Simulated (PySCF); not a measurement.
Atoms are numbered as in `[CH2:1]=[C:2]=[C:3]([CH2:4][CH2:5][CH3:6])[C:7](=[O:8])[C:9]([F:10])([F:11])[F:12]`; H(Xn) means a hydrogen on atom n.

PySCF 2.14 calculation with NMR shieldings at PBE0/pcSseg-1/GIAO and geometry from GFN2-xTB; isolated molecule, non-relativistic, rapidly exchanging positions averaged, single conformer.

Shifts are taken against calculated references (same method and geometry level): ¹³C (σref 186.93), ¹H (σref 31.72) vs TMS; H2O for ¹⁷O (σref 336.08); ¹⁹F (σref 170.95) against CFCl3.

| atoms | nucleus | count | Hirshfeld charge | δ (ppm) |
| --- | --- | --- | --- | --- |
| C3 | ¹³C | 1 | -0.03 | 107.1 |
| C9 | ¹³C | 1 | 0.25 | 126.2 |
| O8 | ¹⁷O | 1 | -0.20 | 639.5 |
| C7 | ¹³C | 1 | 0.13 | ? |
| H(C5) | ¹H | 2 | 0.03 | 1.41 |
| C1 | ¹³C | 1 | -0.09 | 84.7 |
| C2 | ¹³C | 1 | 0.03 | ? |
| C4 | ¹³C | 1 | -0.07 | 34.6 |
| H(C1) | ¹H | 2 | 0.07 | 5.68 |
| H(C6) | ¹H | 3 | 0.04 | 1.09 |
| C5 | ¹³C | 1 | -0.07 | ? |
| C6 | ¹³C | 1 | -0.11 | 17.0 |
| H(C4) | ¹H | 2 | 0.04 | 2.24 |
| F10/F11/F12 | ¹⁹F | 3 | -0.09 | ? |

Estimate the values marked ?.

Results:


- C2: 235.0 ppm, central carbon of an allene; the central sp carbon of an allene is among the most deshielded carbons of hydrocarbons
- C7: 188.5 ppm, ketone carbonyl carbon; the double bond to the heteroatom, with no lone-pair donor beside it, deshields it most
- C5: 28.6 ppm, sp3 CH2; saturated and bonded to C and H only
- F10/F11/F12: -82.7 ppm, fluorine of a CF3 group

Shifts are as computed. Against solution values, carbons near 30 ppm lie about +3 ppm off and those near 130 ppm about +5 ppm. Of 1211 compounds with measured shifts, 218 miss one by over three times the rms of a fit or turn the order of signals round; such compounds aren't used in these exercises. Unscaled 19F shifts against computed CFCl3 carry errors that often reach 10 to 50 ppm. Unscaled 17O shifts of doubly bonded oxygen tend to come out too high, by tens of ppm or more. Experimental scales use liquid or dissolved standards, which lie at an offset from isolated H2O (liquid H2O: subtract about 36 ppm).
